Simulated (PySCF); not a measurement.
# Y(SH)3 at several levels of theory

Computed with PySCF 2.14.0 (density fitting, no spin-orbit coupling) at the geometry relaxed with PBE0:

```xyz
7
Y(SH)3 (singlet)
Y     0.0191    0.0115    0.7499
S     2.5281    0.4500    0.7573
H     2.8083   -0.8759    0.7997
S    -1.6623    1.9236    0.7735
H    -0.6975    2.8747    0.7337
S    -0.8542   -2.3782    0.7194
H    -2.1416   -1.9599    0.8023
```

| level | basis | state | HOMO (eV) | gap (eV) | charge on Y1 (e) | dipole about the centre of mass (D) | largest force component (eV/Å) |
| --- | --- | --- | --- | --- | --- | --- | --- |
| PBE0 | Y def2-SVP with ECP28, S def2-SVP, H def2-SVP | singlet | -7.50 | 5.09 | 0.73 | 0.11 | 0.03 |
| PBE | the same | singlet | -6.30 | 3.19 | 0.58 | 0.10 | 0.29 |
| B3LYP | the same | singlet | -7.19 | 4.50 | 0.66 | 0.10 | 0.18 |

Charges are Mulliken's, which hang on the basis. The relaxation used the grid (50, 194), these runs (75, 302) or, all-electron (x2c bases, spin-free X2C Hamiltonian), (99, 590).

Q: What does PBE0 with Y def2-TZVP with ECP28, S def2-TZVP, H def2-TZVP give here?

A: state singlet, HOMO (eV) -7.57, gap (eV) 5.16, charge on Y1 (e) 1.07, dipole about the centre of mass (D) 0.10, largest force component (eV/Å) 0.21. Time: 30 s on 2 threads of Arm Neoverse V1, on a shared host, from free ions and atoms.

In the first row's basis the gap widens with exact exchange: 3.2 eV for PBE (none); 4.5 to 5.1 eV for B3LYP, PBE0 (a fixed share).
